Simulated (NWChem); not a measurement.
System: CdCl, doublet; SMILES [Cl][Cd]

Computed with NWChem. Spin-unrestricted. Medium grid unless said otherwise, to which SCAN and Minnesota functionals are sensitive. Geometry: optimised at PBE0/def2-SVP, spin-unrestricted. The spin multiplicity was typed, not searched, and may not be the lowest. No stability test was run on the SCF state. def2 effective core potentials on Cd; no spin-orbit coupling. B3LYP is NWChem's, with the RPA form of VWN correlation. Total energies of different functionals are on different scales.

```csv
level,energy (Ha),highest occupied level (eV),"lowest empty minus highest occupied level, either spin (eV)",dipole (D),<S²>
B3LYP/def2-SVP,-627.8724,-6.24,2.06,2.98,0.752
PBE/def2-SVP,-627.6139,-5.52,0.85,2.76,0.752
M05-2X/def2-SVP,-627.7227,-7.23,3.39,3.21,0.754
r2SCAN0/def2-SVP,-627.7934,-6.75,3.19,3.45,0.754
PW6B95/def2-SVP,-628.2493,-6.42,2.57,3.20,0.752
"LC-wPBE (HJS exchange hole, range parameter 0.4 per bohr)/def2-SVP",-627.6739,-8.82,7.35,3.65,0.755
"LDA (Slater exchange, PW92)/def2-SVP",-626.0137,-5.70,0.69,2.60,0.751
M06-2X/def2-SVP,-627.7192,-7.32,3.25,3.34,0.754
BLYP/def2-SVP,-627.7561,-5.35,0.65,2.54,0.751
```
